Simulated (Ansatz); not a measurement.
The cluster YAl₆⁻. The state is a singlet with charge -1. Geometry r2SCAN-D4/def2-SVPD; atoms count from 1.

Cartesian coordinates in Å:
```
Y 0.0539 -1.9606 1.1544
Al -0.6772 -1.6555 -1.5763
Al -1.5552 0.2334 0.4053
Al 0.6991 0.6048 2.1978
Al 0.3149 2.1081 0.1801
Al -0.3921 0.8485 -1.9243
Al 1.5565 -0.1787 -0.4370
```

In the def2 sets Y takes a core potential; there is no spin–orbit coupling. The restricted singlet is unstable towards broken spin symmetry in Hartree–Fock (as tested in another run); at PBE0-D4/def2-TZVPD this wasn't settled. No other spin state of charge -1 was run. The structure comes from a short search, and lower isomers may exist.

Estimate the Mulliken populations from the PBE0/def2-TZVPD orbitals of Ansatz.


```csv
atom,charge (e),d electrons
Y1,0.06,1.73
Al2,-0.25,–
Al3,-0.12,–
Al4,-0.25,–
Al5,-0.16,–
Al6,-0.16,–
Al7,-0.12,–
```
Mulliken values and Mayer orders depend strongly on the basis. With diffuse functions, as here, like atoms can get unlike values, and bond orders can come out too low or too high.

And the Mayer bond orders between bonded heavy atoms (over 0.3)?

Y1–Al2 0.92 (2.84 Å); Y1–Al3 0.81 (2.82 Å); Y1–Al4 0.92 (2.84 Å); Y1–Al7 0.81 (2.82 Å); Al2–Al6 0.77 (2.54 Å); Al3–Al5 0.50 (2.66 Å); Al3–Al6 0.48 (2.68 Å); Al4–Al5 0.77 (2.55 Å); Al5–Al6 0.56 (2.55 Å); Al5–Al7 0.49 (2.67 Å); Al6–Al7 0.50 (2.66 Å). Values over 0.3 also appear between atoms too far apart for a bond (Y1–Al5 0.38 at 4.19 Å; Y1–Al6 0.38 at 4.19 Å; Al3–Al7 0.41 at 3.25 Å); they arise where an orbital or an unpaired electron spreads over both atoms.
